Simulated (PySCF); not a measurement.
bromo-dichloro-fluoromethane (CBrCl₂F), SMILES FC(Cl)(Cl)Br. Atoms are numbered in the order given.

```xyz
5

F     -0.6116    -1.6097     0.0000
C     -0.4685    -0.2919     0.0000
Cl    -1.2302     0.3639     1.4487
Cl    -1.2302     0.3639    -1.4487
Br     1.4326     0.1105     0.0000
```

Coordinates come from a PBE0-D3(BJ)/def2-SVP optimisation.

Two levels are set side by side: PBE/pcSseg-1 (PySCF) and KT2/pcSseg-1 (PySCF). GIAO shifts against CFCl3 (¹⁹F), HCl (³⁵Cl), TMS (¹³C) at the same level; non-relativistic, no solvent, atoms listed together averaged. Without spin–orbit terms, shifts of atoms bonded to Cl or Br come out too high at both levels. Differences are taken from unrounded values.

| quantity | PBE |
|---|---|
| δ(¹⁹F) of F1 (ppm) | -3.4 |
| δ(¹³C) of C2 (ppm) | 154.5 |
| δ(³⁵Cl) of Cl3, Cl4 (ppm) | 616.7 |

### Question
These are the PBE values. What does KT2 give? (An estimate is asked for; the answer gives what the named calculation found.)

### Answer

```json
[
 {"quantity": "δ(¹⁹F) of F1 (ppm)", "KT2": "-2.6", "PBE minus KT2": "-0.8"},
 {"quantity": "δ(¹³C) of C2 (ppm)", "KT2": "147.9", "PBE minus KT2": "6.6"},
 {"quantity": "δ(³⁵Cl) of Cl3, Cl4 (ppm)", "KT2": "614.6", "PBE minus KT2": "2.1"}
]
```

Rough cost on one machine, each run with all the roots and properties that it gave: KT2 against PBE within a factor of 2.
